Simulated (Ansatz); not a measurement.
Pulling on the B1–O2 bond in BO (multiplicity 2 held). Energies count from the point at 1.202 Å.


Signs of static correlation in 6-31G, from Ansatz (a first-principles code) runs.

| R (Å) | T1 of restricted CCSD | ⟨S²⟩ of UHF | largest double amplitude of restricted CCSD |
|---|---|---|---|
| 0.962 | 0.022 | 0.774 | 0.052 |
| 1.082 | 0.028 | 0.795 | 0.067 |
| 1.202 | 0.036 | 0.840 | 0.080 |
| 1.322 | 0.045 | 0.939 | 0.090 |
| 1.442 | 0.055 | 1.207 | 0.095 |
| 1.623 | 0.128 | 1.066 | 0.128 |
| 1.803 | 0.118 | 1.012 | 0.125 |
| 2.104 | 0.096 | 1.222 | 0.116 |
| 2.404 | 0.136 | 1.540 | 0.138 |
| 2.765 | [?] | 1.678 | 0.215 |
| 3.246 | 0.042 | 1.735 | 0.242 |
| 3.847 | [?] | 1.754 | 0.302 |
| 4.808 | 0.005 | 1.754 | 0.317 |

Task: Fill in the missing entries.

Result: 
- 2.765, T1 of restricted CCSD: 0.061
- 3.847, T1 of restricted CCSD: 0.014

Doubts at one or more of the structures used: T1 above 0.05 (RO-CCSD(T)/6-31G, U-CCSD(T)/6-31G); a restricted determinant that unrestricted orbitals would lower (RO-CCSD(T)/6-31G); other coupled-cluster roots lie near (RO-CCSD(T)/6-31G); a spin-contaminated determinant (U-CCSD(T)/6-31G); the program's own flag: large difference (U-CCSD(T)/6-31G).
